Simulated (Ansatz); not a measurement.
Program: Ansatz. Geometries: PBE0-D4/def2-TZVP. ΔE: electronic, gas phase. CCSD(T)/CBS adds triple-zeta CCSD(T) − MP2 to the extrapolated MP2 energy (def2 sets, frozen cores). This one scheme is used for every species. DFT in def2-TZVPP. B3LYP here is the variant with VWN-RPA as its local correlation; programs differ in this. HSE06 is defined as in plane-wave codes. Each species was taken in one conformer, which may not be the lowest.

Reaction (hydrogenolysis of the Si–S bond): `CC[Si]S` + H₂ → `CC[SiH]` + H₂S

```
             level  ΔE (kJ/mol)  difference from CCSD(T)/CBS
       LDA (SPW92)        111.8                         10.0
            PBE-D4        113.2                         11.4
          B3LYP-D4        103.0                          1.2
        r2SCANh-D4        109.9                          8.1
      CAM-B3LYP-D4         94.3                         -7.5
            revPBE        104.0                          2.2
           r2SCANh        108.3                          6.5
             HSE06        101.2                         -0.6
             BHLYP         86.8                        -15.0
CCSD(T)/def2-TZVPP         95.9                         -5.9
       CCSD(T)/CBS        101.8                            0
```

Largest T1 diagnostic among the species: 0.013.

From r2SCAN to r2SCAN0 (25 % exact exchange), in def2-TZVPP and without D4, ΔE moves by −6.1 kJ/mol. The D4 term adds +9.5 kJ/mol with B3LYP and +5.1 kJ/mol with PBE0; it sums over pairs of atoms, weighted by their polarisabilities, and B3LYP, whose exchange is more repulsive, gets the larger term. In def2-TZVPP, CCSD(T) changes the Hartree–Fock value by +25.2 kJ/mol (the triples alone add +8.1 kJ/mol) and MP2 by +37.4 kJ/mol.
